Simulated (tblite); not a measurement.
Compound: C₃H₇FOSi.
Z-matrix (Å and degrees, GFN2-xTB geometry), rows numbered from 1:
```
C 
O   1  1.4232
C   2  1.3657  1  115.04
F   3  1.3926  2  111.04  1   -66.20
C   3  1.5331  2  120.12  1    68.32
Si  5  1.8927  3   66.23  2   112.51
H   1  1.0942  2  111.05  3   -59.09
H   1  1.0875  2  106.07  3  -178.47
H   1  1.0931  2  110.64  3    62.40
H   5  1.0816  3  114.70  6   114.00
H   5  1.0819  3  115.09  6  -113.93
H   6  1.4478  3  115.95  5   104.32
H   6  1.4484  3  116.65  5  -103.05
```

Computed values, GFN2-xTB/tblite, gas phase, harmonic and unscaled. Errors from tens to a few hundred cm⁻¹ against measured bands are possible. Modes of hydrogen on silicon can be 10 to 20 % off. One conformer, not necessarily the lowest.

Harmonic wavenumbers (cm⁻¹): 110.4, 132.9, 168.2, 242.7, 331.1, 390.3, 436.1, 467.4, 471.3, 529.6, 666.9, 703.0, 722.0, 753.6, 888.1, 904.0, 1004.9, 1035.0, 1064.4, 1124.0, 1159.9, 1232.3, 1392.0, 1401.5, 1462.8, 1477.9, 2392.0, 2408.7, 2940.6, 2964.0, 3032.9, 3051.3, 3069.7.

A = 4950, B = 2090, C = 1858 MHz; mass 106.025 u (most abundant isotopes); point group C1, symmetry number 1.

Task: Zero-point energy?

Result: ½Σν̃ = 20066 cm⁻¹ = 240.04 kJ/mol.

Task: Entropy at 273.15 K, 1 bar (ideal gas, RRHO, classical rotation)?

Result: Translation 165.20, rotation 112.78, vibration 65.35: S = 343.3 J/(mol K).

Task: And Cp and H(273.15 K) − H(0)?

Result: Cp = 118.18 J/(mol K), of which vibrations give 84.92 (their classical limit is 33 R = 274.4); H(273.15 K) − H(0) = 19.73 kJ/mol without the zero-point energy, 10.64 from vibrations.

Task: Which modes carry the vibrational entropy at 273.15 K?

Result: 110.4 cm⁻¹: 12.94; 132.9 cm⁻¹: 11.45; 168.2 cm⁻¹: 9.59; 242.7 cm⁻¹: 6.82; 331.1 cm⁻¹: 4.67; 390.3 cm⁻¹: 3.65 J/(mol K); the other 27 give 16.24 together.

Task: What must be added to the electronic energy to get the Gibbs energy at 273.15 K and 1 bar?

Result: ZPE + [H(273.15 K) − H(0)] − T·S = 240.04 + 19.73 − 93.78 = 165.99 kJ/mol.

Task: Blend soft modes into free rotors: weight 1/[1 + (100 cm⁻¹/ν̃)⁴] for the oscillator and the rest for a rotor with moment μB/(μ + B), μ = h/(8π²ν), B = 10⁻⁴⁴ kg m². What vibrational entropy results?

Result: 64.44 J/(mol K) in place of 65.35, which changes −T·S at 273.15 K by +0.25 kJ/mol.

Hindered rotation and anharmonicity are outside this model. Other conformers, if any are populated, would add a mixing term that is left out. The structure is chiral; the term R ln 2 for an equal mix with its mirror image is left out.
